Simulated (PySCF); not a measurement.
Compound: bromofluoromethane, CH2BrF.
Cartesian coordinates in Å at the PBE0-D3(BJ)/def2-SVP level; atoms count from 1:
```
atom  x, y, z in Å
F1    -0.6235    0.9924   -0.4336
C2     0.0208   -0.1277   -0.0723
Br3    1.9421    0.1027   -0.1850
H4    -0.2037   -0.3776    0.9737
H5    -0.2354   -0.9531   -0.7510
```

Method used: PBE0-D3(BJ)/def2-SVP geometry optimisation, gas phase in PySCF.

Masses are those of the commonest isotopes; rigid-rotor values at the optimised geometry. 

Problem. What are A, B and C (cm⁻¹)?

Solution. Ia = 12.33, Ib = 134.83, Ic = 143.83 u·Å²; 505379 MHz·u·Å²/I gives 40985, 3748 and 3514 MHz, that is A = 1.36711, B = 0.12503, C = 0.11720 cm⁻¹.

Problem. What kind of rotor is it?

Solution. A near-prolate asymmetric top: κ = (2 × 3748 − 40985 − 3514)/(40985 − 3514) = -0.99.

Problem. What does the inertial defect say?

Solution. Not planar: Δ = Ic − Ia − Ib = -3.33 u·Å². For a rigid frame Δ = −2 Σ m c², so Σ m c² = 1.67 u·Å² lies off the ab plane, practically all of it from hydrogen. The atom farthest from that plane is 0.91 Å away.

Problem. Give the other two planar moments, Paa and Pbb, and the rms extents of the mass along the axes.

Solution. Paa = Σ m a² = (Ib + Ic − Ia)/2 = 133.17 and Pbb = Σ m b² = (Ia + Ic − Ib)/2 = 10.66 u·Å². With the mass M = 111.93 u, the rms extents √(P/M) along a, b and c are 1.09, 0.31, 0.12 Å.

Problem. List the rotational levels J(Ka,Kc) to J = 3 (cm⁻¹).

Solution. Above 0(0,0):
J = 1: 1(0,1) 0.2422, 1(1,1) 1.4843, 1(1,0) 1.4921
J = 2: 2(0,2) 0.7267, 2(1,2) 1.9610, 2(1,1) 1.9844, 2(2,1) 5.7107, 2(2,0) 5.7107
J = 3: 3(0,3) 1.4532, 3(1,3) 2.6759, 3(1,2) 2.7228, 3(2,2) 6.4374, 3(2,1) 6.4376, 3(3,1) 12.6674, 3(3,0) 12.6674

Problem. Which lines would a microwave search look for?

Solution. The dipole components are |μa| = 0.52 D, |μb| = 1.69 D, |μc| = 0.00 D; the mirror of this Cs structure is the ab plane, so μc vanishes by symmetry and there are no c-type lines. The squared components, which scale the intensities, stand as 0.09 : 1.00 (a : b). Some lines, for components of 0.1 D or more:

```tsv
type	branch	J(Ka,Kc)	MHz	lower level (cm⁻¹)
a	Q	2(1,1) ← 2(1,2)	703	1.961
a	Q	3(1,2) ← 3(1,3)	1407	2.676
a	R	2(1,2) ← 1(1,1)	14289	1.484
a	R	2(0,2) ← 1(0,1)	14523	0.242
a	R	2(1,1) ← 1(1,0)	14758	1.492
a	R	3(1,3) ← 2(1,2)	21433	1.961
a	R	3(2,1) ← 2(2,0)	21790	5.711
a	R	3(1,2) ← 2(1,1)	22137	1.984
b	Q	2(1,1) ← 2(0,2)	37707	0.727
b	Q	3(1,2) ← 3(0,3)	38062	1.453
b	R	2(1,2) ← 1(0,1)	51526	0.242
b	R	3(1,3) ← 2(0,2)	58437	0.727
b	Q	2(2,0) ← 2(1,1)	111711	1.984
b	Q	2(2,1) ← 2(1,2)	112414	1.961
b	Q	3(2,2) ← 3(1,3)	112766	2.676
b	R	2(2,1) ← 1(1,0)	126469	1.492
b	R	2(2,0) ← 1(1,1)	126704	1.484
b	R	3(2,2) ← 2(1,1)	133496	1.984
b	Q	3(3,1) ← 3(2,2)	186771	6.437
b	R	3(3,1) ← 2(2,0)	208555	5.711
b	R	3(3,0) ← 2(2,1)	208556	5.711
```

Problem. Estimate the classical rotational partition function at 10 K, 25 K and 500 K.

Solution. Point group Cs, symmetry number σ = 1; q = (√π/σ)·√((kT/h)³/(ABC)), k/h = 20836.6 MHz/K: 229 at 10 K, 907 at 25 K, 81100 at 500 K.

Not checked by PBE0-D3(BJ)/def2-SVP frequencies. Zero-point vibration and centrifugal distortion are left out. Quadrupole hyperfine structure (79Br) is left out.
